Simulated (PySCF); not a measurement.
Structure with atom numbers: `[CH3:1][SiH2:2]/[CH:3]=[CH:4]/[SiH2:5][N:6]([CH3:7])[CH3:8]`; H(Xn) means a hydrogen on atom n.

PySCF 2.14.0 with density-fitted response routines calculation with PBE0/pcSseg-1 with gauge-including orbitals and PBE0-D3(BJ)/def2-SVP structure; one computed conformer, fast rotation and ring inversion assumed for equivalent nuclei, isolated molecule, non-relativistic.

Shifts are taken against calculated references (same method and geometry level): 13C and 1H and 29Si vs TMS; 15N vs NH3.

| atoms | nucleus | count | Hirshfeld charge | δ (ppm) |
| --- | --- | --- | --- | --- |
| H(C3) | 1H | 1 | 0.04 | ? |
| Si2 | 29Si | 1 | 0.34 | ? |
| H(C1) | 1H | 3 | 0.04 | 0.24 |
| C7/C8 | 13C | 2 | -0.07 | 39.7 |
| H(C7)/H(C8) | 1H | 6 | 0.04 | 2.45 |
| C1 | 13C | 1 | -0.21 | -5.8 |
| Si5 | 29Si | 1 | 0.36 | ? |
| C3 | 13C | 1 | -0.13 | ? |
| H(C4) | 1H | 1 | 0.04 | 7.12 |
| N6 | 15N | 1 | -0.17 | 15.4 |
| H(Si2) | 1H | 2 | -0.08 | 4.37 |
| H(Si5) | 1H | 2 | -0.09 | 4.77 |
| C4 | 13C | 1 | -0.13 | 160.3 |

Problem. Fill in the missing shifts.

Solution. 
- C3: 162.3 ppm, alkene CH; the olefinic region
- H(C3): 7.17 ppm, hydrogen on an alkene CH; a vinylic proton, deshielded by the sp2 carbon and the C=C anisotropy
- Si5: -20.3 ppm, silicon bonded to C, N, 2 H
- Si2: -35.0 ppm, silicon bonded to 2 C, 2 H

Shifts are as computed. Against solution values, carbons near 30 ppm lie about +2 ppm off and those near 130 ppm about +5 ppm. Of 1309 compounds with measured shifts, 239 miss one by over three times the rms of a fit or turn the order of signals round; such compounds aren't used in these exercises. Experimental scales use liquid or dissolved standards, which lie at an offset from isolated NH3 (liquid NH3: subtract about 20 ppm).
